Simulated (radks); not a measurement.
Results of a calculation; reference values are marked as such.
The nuclear charge of the mercury ion Hg+ is varied continuously with 79 electrons held in [Xe] 4f14 5d10 6s1. Level of theory: scalar-relativistic Kohn-Sham, PBE, spin-unpolarised, spherical densities, point nucleus (a radial shooting solver on a logarithmic mesh with Libxc functionals). By the Hellmann-Feynman theorem dE/dZ = E(electron-nucleus)/Z, the electronic potential at the nucleus. The scalar-relativistic energy here is not variational (the density holds large components alone), so the two differ by a part that grows with Z.

\begin{tabular}{lrrrrr}
Z & E (hartree) & E(electron-nucleus)/Z (hartree) & HOMO & e(HOMO) (eV) & <r> HOMO (bohr) \\ \hline
79.5 & -19315.5717 & -604.857 & 6s & -10.000 & 2.668 \\
79.75 & -19468.5640 & -607.836 & 6s & -12.301 & 2.586 \\
80 & -19622.3191 & -610.818 & 6s & -14.713 & 2.512 \\
80.25 & -19776.8381 & -613.805 & 6s & -17.231 & 2.444 \\
80.5 & -19932.1224 & -616.797 & 6s & -19.849 & 2.383 \\
80.75 & -20088.1733 & -619.794 & 6s & -22.564 & 2.326 \\
81 & -20244.9923 & -622.795 & 6s & -25.373 & 2.273 \\
\end{tabular}

The central difference of E at Z = 80 is -616.548 hartree, to compare with the third column; the second derivative is -12.2 hartree.
